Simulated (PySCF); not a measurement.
disilylmethane cation (CH8Si2), SMILES [SiH3]C[SiH3] (connectivity only; charge and spin as stated), charge +1, multiplicity 2.

Coordinates come from a PBE-D3(BJ)/def2-SVP optimisation. The spin state was assumed, not searched.

All values below come from PBE-D3(BJ)/def2-SVP in PySCF 2.14.0.

Frequencies are harmonic and unscaled.

Computed vibrational spectrum:
| mode | ν (cm⁻¹) | IR (km/mol) | moving atoms (share of kinetic energy) |
|---|---|---|---|
| 1 | 128 | 1.7 | H 84 %, C 13 % |
| 2 | 139 | 0.0 | H 57 %, Si 37 % |
| 3 | 191 | 0.2 | H 61 %, Si 35 % |
| 4 | 384 | 61.3 | H 91 % |
| 5 | 435 | 10.9 | C 40 %, H 38 %, Si 22 % |
| 6 | 479 | 0.0 | H 44 %, Si 30 %, C 26 % |
| 7 | 496 | 11.6 | H 66 %, C 22 %, Si 12 % |
| 8 | 535 | 0.0 | H 94 % |
| 9 | 649 | 0.1 | H 95 % |
| 10 | 686 | 42.6 | H 57 %, C 30 %, Si 13 % |
| 11 | 750 | 5.3 | H 89 %, C 10 % |
| 12 | 777 | 115.1 | H 94 % |
| 13 | 789 | 6.4 | H 93 % |
| 14 | 801 | 99.1 | H 80 %, C 11 %, Si 9 % |
| 15 | 815 | 0.0 | H 95 % |
| 16 | 831 | 31.3 | H 87 %, C 9 % |
| 17 | 895 | 7.7 | H 96 % |
| 18 | 900 | 57.7 | H 97 % |
| 19 | 1322 | 11.8 | H 92 % |
| 20 | 2003 | 277.7 | H 97 % |
| 21 | 2027 | 5.2 | H 97 % |
| 22 | 2218 | 4.9 | H 98 % |
| 23 | 2224 | 12.5 | H 97 % |
| 24 | 2261 | 0.3 | H 96 % |
| 25 | 2264 | 25.4 | H 96 % |
| 26 | 3028 | 25.7 | H 95 % |
| 27 | 3118 | 28.6 | H 90 %, C 10 % |
